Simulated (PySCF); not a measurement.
Compound: SbH2(OEt), C2H7OSb.
Cartesian coordinates in Å at the PBE0-D3(BJ)/def2-SVP level; atoms count from 1:
```xyz
11
C2H7OSb angstrom
Sb     1.459    1.975    0.631
H      2.686    2.054   -0.564
H      0.485    3.087   -0.268
O      0.704    0.310   -0.189
C     -0.469   -0.226    0.364
C     -0.737   -1.566   -0.283
H     -0.386   -0.355    1.465
H     -1.338    0.445    0.196
H     -1.654   -2.023    0.121
H     -0.853   -1.448   -1.370
H      0.105   -2.251   -0.104
```

Level of theory: PySCF, PBE0-D3(BJ)/def2-SVP geometry optimisation, gas phase, def2 core potentials past Kr.

Q: Which atoms are bound to Sb1, and at what distances?

A: 3 atoms: H2 1.715 Å, H3 1.730 Å, O4 2.004 Å. The nearest atom not counted as bound is C5, at 2.94 Å.

Q: List the angles at Sb1.

A: 
```tsv
angle	degrees	distance of the outer atoms (Å)
H3–Sb1–O4	96.3	2.79
H2–Sb1–O4	91.3	2.67
H2–Sb1–H3	90.6	2.45
```

Q: What is the shape at Sb1?

A: Pyramidal: angles 96.3°, 91.3° and 90.6°, sum 278.2°, 0.99 Å off the plane of its three neighbours. The Sb–H distances aren't all alike: 1.715 to 1.730 Å.

Q: What are the other bond lengths?

A: O4–C5 1.403 Å; C5–C6 1.512 Å; C5–H7, C5–H8 1.111 Å; C6–H9, C6–H10, C6–H11 1.100 Å.

Q: Give some angles away from the centre.

A: Sb1–O4–C5 118.1°, O4–C5–C6 108.5°.

Charge 0, singlet. Not checked by PBE0-D3(BJ)/def2-SVP frequencies.

One conformer stands for the species.
